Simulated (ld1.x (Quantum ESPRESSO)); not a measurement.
# Debugging a pseudopotential input (vanadium (V), ld1.x (Quantum ESPRESSO) 7.5)

Command:

```bash
ld1.x < V.in > V.out
```

Input:

```
&input
   title='V', zed=23., rel=1, dft='BLYP', iswitch=3, lsd=1,
   config='[Ar] 3d3 4s1.5 4p0',
   nld=3, rlderiv=3.15, eminld=-5.0, emaxld=5.0, deld=0.02
 /
 &inputp
   pseudotype=2, tm=.true., lloc=0,
   nlcc=.false.,
   file_pseudopw='V.UPF', file_wfcaegen='ae.wfc', file_wfcncgen='nc.wfc', file_beta='beta', file_chi='chi'
 /
3
3P  2  1   6.00   0.00  1.25  1.25  0.0
3D  3  2   3.00   0.00  1.45  1.45  0.0
4S  1  0   1.50   0.00  2.90  2.90  0.0
 &test
   configts(1)='3p6 3d3 4s1.5 4p0'
 /
```

This is an input that runs to its end, with one change: spin polarisation asked for in a generation.

How does the run end?

The program runs through. The occupied levels of the test differ from the all-electron ones by at most 0.00003 Ry (unchanged input: 0.00003 Ry). Messages: Warning: convergence not achieved.

```
      Wfc   3D  rcut= 1.440  Using Troullier-Martins method

     ------------------- End of pseudopotential generation -------------------

     Computing logarithmic derivative in   3.14488
     Message from routine run_pseudo:
     Warning: convergence not achieved
     Computing logarithmic derivative in   3.14488
     Computing the partial wave expansion
       no projector for channel:   0
     R is outside the sphere for l=    1 j= 0.00
     R is outside the sphere for l=    2 j= 0.00

     ---------------------- Testing the pseudopotential ----------------------

     V
     scalar relativistic calculation

     atomic number is 23.00   valence charge is 11.00
     dft =BLYP   lsd =0 sic =0 latt =0  beta=0.20 tr2=1.0E-14
     mesh =1181 r(mesh) = 100.93793 xmin = -7.00 dx = 0.01250

     n l     nl             e AE (Ry)        e PS (Ry)    De AE-PS (Ry)
     2 1     3P   1( 6.00)       -3.48892       -3.48895        0.00003
     3 2     3D   1( 3.00)       -0.63494       -0.63494       -0.00000
     1 0     4S   1( 1.50)       -0.56243       -0.56243        0.00000
     3 1     4P   1( 0.00)       -0.29091       -0.24177       -0.04914  !

     eps = 2.3E-11  iter =201

     Etot =   -1898.354791 Ry,    -949.177395 Ha,  -25828.432725 eV
     Etotps =   -95.015311 Ry,     -47.507655 Ha,   -1292.749163 eV

     Ekin =      57.189995 Ry,      28.594998 Ha,     778.109524 eV
     Encl =    -129.781471 Ry,     -64.890736 Ha,   -1765.766873 eV
     Ehrt =      74.963298 Ry,      37.481649 Ha,    1019.927626 eV
     Ecxc =     -12.395259 Ry,      -6.197630 Ha,    -168.646093 eV
     Epseu=     -84.991873 Ry,     -42.495937 Ha,   -1156.373347 eV

     ---------------------- End of pseudopotential test ----------------------
```
